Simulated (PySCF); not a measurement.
## C₆ coefficients of unlike pairs at PBE

Calculated with PySCF 2.14 from the dipole response of each species, C₆(A,B) = (3/π) ∫ α_A(iu) α_B(iu) du, in atomic units, from isotropic polarisabilities. For ions this is the dispersion term alone; charge-induced terms of lower order in 1/R come first.

```tsv
species	configuration	basis	relativity	α (bohr³)	C₆ (like pair)
B+	[He] 2s2 (1S)	x2c-QZVPPall with one added diffuse shell each of s, p, d, f type (8s5p4d3f1g)	spin-free X2C	10.61	28.70
Sc(3+)	[Ar] (1S)	x2c-TZVPPall with one added diffuse shell each of s, p, d, f type (7s6p5d3f1g)	spin-free X2C	2.132	5.482
Cu(2+)	[Ar] 3d9 (2D)	aug-cc-pwCVTZ-PP with ECP10MDF (8s8p7d4f3g)	core potential	3.002	8.066
Cl(3+)	[Ne] 3s2 3p2 (3P)	aug-cc-pV(D+d)Z (5s4p3d)	none	4.323	11.61
```

Estimate C₆ for Cl(3+) with Sc(3+).

The integral gives 7.617. The combination rule 2 C_A C_B / (C_A α_B/α_A + C_B α_A/α_B) gives 7.559 and the geometric mean 7.979.

No spin-orbit coupling is included.

The other pairs:

```csv
pair,C₆
"Cu(2+), B+",12.45
"Sc(3+), B+",9.773
"Cu(2+), Sc(3+)",6.603
"Cl(3+), B+",16.72
"Cl(3+), Cu(2+)",9.321
```
